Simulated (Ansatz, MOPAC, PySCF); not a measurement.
Complex: C2H6 (SMILES CC) (first 8 atoms) with H2Se (SMILES [SeH2]); geometry from B3LYP-D3(BJ)/def2-TZVP.
(charge 0, multiplicity 1):
```xyz
11

C      0.4827    -0.4523     0.0190
C     -0.4743     0.7128    -0.2151
H      1.3426    -0.1438     0.6175
H      0.8650    -0.8492    -0.9235
H     -0.0128    -1.2724     0.5430
H     -0.8554     1.1088     0.7279
H     -1.3333     0.4054    -0.8147
H      0.0202     1.5320    -0.7406
Se    -0.0116    -0.1591     3.6375
H      0.0735    -0.3373     5.0951
H      0.9770    -1.2232     3.4130
```

Counterpoise-corrected where a basis set is named; no monomer relaxation. Rows marked so take none.

Rows in 6-31G* carry no dispersion term and start afresh at each structure (6-31G* with six Cartesian d functions); the Pople sets are all-electron and without relativity. The state that AM1 reach isn't checked.

Programs: Ansatz (a program for electronic structure) with Gaussian orbitals; MOPAC for AM1 (differences of heats of formation); PySCF for 6-31G* rows, the dispersion terms. 

Q: One of these levels gives 30.0 meV for the interaction energy. Which one is it?
A) AM1
B) BP86/6-31G* (no counterpoise)
C) PBE-D3(BJ)/def2-TZVPPD
D) r2SCAN/def2-TZVPPD

A: B, BP86/6-31G* (no counterpoise). The others give 3.2 (AM1), -62.1 (PBE-D3(BJ)/def2-TZVPPD), -28.6 (r2SCAN/def2-TZVPPD)
